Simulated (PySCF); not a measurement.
**How methods differ on the ionisation energy of Cd(25+)**

Cd(25+) [Ar] 3d5 (6S) → Cd(26+) [Ar] 3d4 (5D), as a difference of total energies. All numbers are calculated (PySCF 2.14, scalar relativity by spin-free X2C-1e, in an even-tempered Gaussian basis (19 s from 2.9 bohr⁻², ratio 2.5; 12 p from 3.8 bohr⁻², ratio 2.5; 8 d from 3.8 bohr⁻², ratio 2.5; 4 f from 16 bohr⁻², ratio 2.7; 3 g from 24 bohr⁻², ratio 2.7)). Correlated levels: outer shells: [Ne] frozen; virtual orbitals above 40 to 60 times the deepest correlated orbital energy dropped. The calculations carry no spin-orbit coupling.

| method | ionisation energy (eV) |
| --- | --- |
| UHF | 1329.4 |
| MP2 (outer shells) | 1330.0 |
| SCS-MP2 (outer shells) | 1329.5 |
| CCSD (outer shells) | 1329.7 |
| CCSD(T) (outer shells) | 1329.7 |

Breit and QED terms and the two-electron picture change are absent.

The reference lies between the lowest fine-structure levels, while these numbers refer to the centres of the terms.

For comparison: 1320 ± 4 eV (theoretical estimate listed by NIST; NIST Atomic Spectra Database, ionization energies).
